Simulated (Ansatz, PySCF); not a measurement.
Potential energy curve for NH (cation, charge +1), lowest doublet found (which spin is the ground state isn't settled by this scan).

- UCCSDT(Q) = CCSDT(Q) on UHF/aug-cc-pVTZ, frozen core (Ansatz, a first-principles code)
- ROHF/aug-cc-pVTZ (Ansatz)
- UCCSDT = CCSDT on UHF/aug-cc-pVTZ, frozen core run with Ansatz
- UKS-LDA (SVWN5)/6-31G* = unrestricted LDA (SVWN5)/6-31G*, spherical d (PySCF)

Energies are in kJ/mol, each relative to the lowest point of its own curve between 0.85 and 1.28 Å, where full CI is lowest.

| R / Å | UCCSDT(Q) | ROHF | UCCSDT | UKS-LDA (SVWN5)/6-31G* |
|---|---|---|---|---|
| 0.74 | 375.9 | 357.2 | 375.8 | 425.3 |
| 0.79 | 236.6 | 220.1 | 236.5 | 274.2 |
| 0.85 | 125.3 | 111.9 | 125.3 | 151.8 |
| 0.89 | 76.2 | 65.0 | 76.1 | 96.5 |
| 0.93 | 42.0 | 33.2 | 42.0 | 57.1 |
| 0.97 | 19.6 | 13.3 | 19.6 | 30.2 |
| 1.00 | 9.0 | 4.7 | 9.0 | 16.6 |
| 1.02 | 4.4 | 1.5 | 4.4 | 10.1 |
| 1.06 | 0.0 | 0.0 | 0.0 | 2.2 |
| 1.10 | 0.9 | 4.0 | 0.9 | 0.0 |
| 1.15 | 6.7 | 14.7 | 7.3 | 3.2 |
| 1.20 | 19.2 | 30.3 | 19.3 | 11.2 |
| 1.28 | 43.8 | 61.7 | 44.0 | 30.5 |
| 1.37 | 76.6 | 102.4 | 76.8 | 57.2 |
| 1.49 | 122.8 | 159.7 | 123.2 | 95.1 |
| 1.62 | — | 220.6 | — | 134.0 |
| 1.82 | — | 305.3 | — | 184.6 |
| 2.03 | — | 379.7 | — | 222.8 |
| 2.26 | — | 444.0 | — | 247.8 |
| 2.55 | — | 503.8 | — | 264.3 |
| 2.94 | — | — | — | 276.2 |
| 3.46 | — | — | — | 279.5 |

A dash means that the run gave no value there, or that the column was ended at a point which the program doubted or which failed a test of continuity chosen for this set; such a test can also cut sound points.

The unrestricted determinant behind UCCSDT(Q), UCCSDT, UKS-LDA (SVWN5)/6-31G* is spin-contaminated at 0.74 to 3.46 Å (<S²> up to 1.8, against 0.75 for a pure doublet).
